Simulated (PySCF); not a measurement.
F6Ir, SMILES [F][Ir]([F])([F])([F])([F])[F], quartet (PBE0/def2-SVP optimised geometry):

```
7

Ir     0.000     0.000     0.000
F      0.000     1.840     0.000
F      0.000    -1.840     0.000
F     -0.002     0.001    -1.840
F      1.839     0.000     0.000
F     -1.839     0.000     0.000
F      0.002    -0.001     1.840
```

Computed with unrestricted PBE0/def2-TZVP, def2 effective core potentials past Kr in PySCF.

What are the frontier orbital energies (α orbitals alone; a β orbital can be the lowest empty one) and the dipole moment?

HOMO-2 -11.40 eV, HOMO-1 -11.40 eV, HOMO -11.40 eV, LUMO -3.80 eV, LUMO+1 -3.80 eV; dipole moment 0.00 D.

On the same geometry PySCF with unrestricted PBE/def2-TZVP, def2 effective core potentials past Kr gives HOMO-2 -8.86 eV, HOMO-1 -8.86 eV, HOMO -8.86 eV, LUMO -4.27 eV, LUMO+1 -4.27 eV; dipole moment 0.00 D.
